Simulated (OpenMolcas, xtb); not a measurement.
How methods differ on BSiH3OF2 (SMILES FB(F)O[SiH3])

The species is BSiH3OF2 (8 atoms), meant as a singlet with charge 0. As SMILES, `FB(F)O[SiH3]`. The shape is that of a PBE0-D4/def2-TZVP optimisation.

```xyz
8

F     1.6446   -1.9362    1.0918
B     0.5857   -1.2617    0.6877
F    -0.6077   -1.7939    0.9224
O     0.7266   -0.0844    0.0648
Si   -0.3451    1.0149   -0.5682
H    -1.2346    1.5176    0.5061
H     0.4695    2.1165   -1.1249
H    -1.1469    0.3700   -1.6355
```

Quantity: the dipole moment, in D. The values are calculated.

```csv
level,kind,program,value (D),CPU time
GFN2-xTB,semi-empirical,xtb,2.16,under 2 s
HF/cc-pVDZ,Hartree–Fock,OpenMolcas,2.00,7.5 s
SVWN5/cc-pVDZ,LDA,OpenMolcas,1.71,23 s
PBE/cc-pVDZ,GGA,OpenMolcas,1.63,38 s
TPSS/cc-pVDZ,meta-GGA,OpenMolcas,1.61,50 s
BHLYP/cc-pVDZ,global hybrid,OpenMolcas,1.90,34 s
M06-2X/cc-pVDZ,hybrid meta-GGA,OpenMolcas,1.83,42 s
```

The values span 1.61 to 2.16 D. Magnitudes only. Times are those of the runs behind each value, whatever else they computed, on shared processors of several kinds: orders of magnitude only.
